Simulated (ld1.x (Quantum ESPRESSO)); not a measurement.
## Building the ultrasoft potential for helium (PBEsol, scalar-relativistic).

```
Element                 : helium
Generator               : ld1.x (Quantum ESPRESSO) 7.5
Type                    : ultrasoft
Functional              : PBEsol
Relativity              : scalar-relativistic
Frozen core             : none
Valence charge          : 2
Reference configuration : 1s2
Partial waves           : 1s (bound): rcut 0.55, rcutus 0.65 bohr; 1s channel at 0.2 Ry: rcut 0.55, rcutus 0.65 bohr; 2p channel at 0.4 Ry: rcut 0.65, rcutus 0.70 bohr
Local potential         : all-electron potential smoothed inside 0.55 bohr (lloc = -1)
Core correction         : none
Augmentation charge     : PSQ, inside the norm-conserving radii
```

Poles of the logarithmic derivatives, all-electron (AE) and pseudo (PS). s: poles at no energy (AE) and no energy (PS) Ry. p: poles at no energy (AE) and no energy (PS) Ry. Test radius 0.80 bohr.

* Cutoffs needed: 80 Ry and 120 Ry (the cutoffs (Ry, on a coarse ladder) from which the occupation-weighted sum of valence levels, in a spherical-Bessel basis at the reference potential, stays within 10 and 1 mRy of its value at 400 Ry)
* Ghost test: no extra level below or beside the all-electron valence levels (s, p, d, f tested) (spherical-Bessel basis up to 400 Ry, 20 bohr box)
* Largest excitation error: +2.2 meV (all-electron minus pseudo) for 1s1, out of 2 test configurations
* Lowest eigenvalue of the overlap operator: 0.91 (p channel)
* Density cutoff estimated by the generator: 687 Ry
